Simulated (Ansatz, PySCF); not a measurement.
Molecule: C2H4N, charge 0, multiplicity 2. It need not be the lowest isomer of its formula. SMILES: [CH]=NC
Geometry: optimised at B3LYP-D3(BJ)/def2-TZVP (Ansatz, a quantum-chemistry and plane-wave program).

Wanted: vertical ionisation energy (to the singlet state of charge +1; each state is the SCF solution reached for its spin; for the singlet the Hartree-Fock reference is unstable and T1 is 0.019), in eV. Correlated levels leave the core frozen unless marked. Open shells are spin-unrestricted. No spin-orbit coupling. No relativistic terms. Basis-set limits of correlation are two-point, X^-3; Hartree-Fock from the larger set. [CCSD(T)-MP2]/basis is that difference in the basis named.

```tsv
level	program	vertical ionisation energy (eV)
HF/aug-cc-pVDZ	Ansatz	8.13
HF/aug-cc-pVQZ	Ansatz	8.16
r2SCAN/def2-TZVPD	Ansatz	8.19
M06-2X/def2-TZVPD	PySCF	8.18
wB97M-V/def2-TZVPD	Ansatz	8.11
wB97X-V/def2-TZVPD	Ansatz	8.22
B2PLYP/def2-TZVPD	Ansatz	7.94
RI-MP2/aug-cc-pVTZ	Ansatz	7.43
CCSD(T)/aug-cc-pVDZ	Ansatz	7.68
RI-MP2/CBS(aug-cc-pVTZ,aug-cc-pVQZ)+[CCSD(T)-MP2]/aug-cc-pVDZ	Ansatz	7.82
```

For comparison, minus the highest occupied orbital energy (PySCF): 5.70 eV at PW6B95/def2-TZVPD, 4.39 eV at TPSS/def2-TZVPD, 6.77 eV at M06-2X/def2-TZVPD.
